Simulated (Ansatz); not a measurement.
Cartesian coordinates (Å):
```xyz
5

B     -0.2763     1.3645    -0.0781
Si     0.9802     0.1149    -0.0207
B     -1.0513     0.0409     0.0123
H      2.2200    -0.7103     0.0115
H     -1.8725    -0.8099     0.0750
```
Charge 0, multiplicity 1.

Method: frozen-core CCSD(T)/cc-pVQZ // PBE0-D3(BJ)/def2-TZVP (Ansatz, a quantum-chemistry and plane-wave program). The restricted HF reference is unstable towards unrestricted orbitals.

- HF energy: -339.32492 Ha
- MP2 correlation energy: -0.33511 Ha

Problem. Estimate the CCSD correlation energy, the (T) correction, the total energy and the T1 diagnostic.

Solution. 
| Property | Value |
|---|---|
| CCSD correlation energy | -0.35275 Ha |
| (T) correction | -0.02575 Ha |
| CCSD(T) total energy | -339.70342 Ha |
| T1 diagnostic | 0.021 |
